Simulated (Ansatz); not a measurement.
Two isomers of C3H4AlF: A = `FC[C]1=[CH][AlH]1`, B = `C=[C]1[AlH][CH]1F`.

Program: Ansatz. Geometries: PBE0-D4/def2-TZVP. ΔE: electronic, gas phase. CCSD(T)/CBS adds triple-zeta CCSD(T) − MP2 to the extrapolated MP2 energy (def2 sets, frozen cores). DFT in def2-TZVPP. B3LYP here is the variant with VWN-RPA as its local correlation; programs differ in this. Each species was taken in one conformer, which may not be the lowest.

Question: Which isomer does CCSD(T)/CBS put lower? Give the gap. (Estimate.)

Answer: Computed: A, by 66.4 kJ/mol.

Question: Give E(B) − E(A) in kJ/mol with ωB97M-V, CCSD(T)/def2-TZVPP, PBE-D4, CCSD(T)/def2-SVP, B3LYP, MP2/def2-TZVPP, CCSD/def2-TZVPP. (Estimate.)

Answer: Computed: ωB97M-V 68.6, CCSD(T)/def2-TZVPP 67.5, PBE-D4 45.3, CCSD(T)/def2-SVP 69.9, B3LYP 58.6, MP2/def2-TZVPP 69.8, CCSD/def2-TZVPP 72.7. None reverses the order clearly.

Question: Does the order hold for the free energy at 298.15 K (harmonic terms from PBE0-D4)? (Best estimate.)

Answer: Ansatz gave: Yes: G(B) − G(A) = +64.3 kJ/mol, for one conformer each.

Largest T1 diagnostic: 0.014.

From PBE to PBE0 (25 % exact exchange), in def2-TZVPP and without D4, E(B) − E(A) moves by +14.6 kJ/mol. In def2-TZVPP, CCSD(T) changes the Hartree–Fock value by −27.5 kJ/mol (the triples alone add −5.1 kJ/mol) and MP2 by −25.2 kJ/mol.
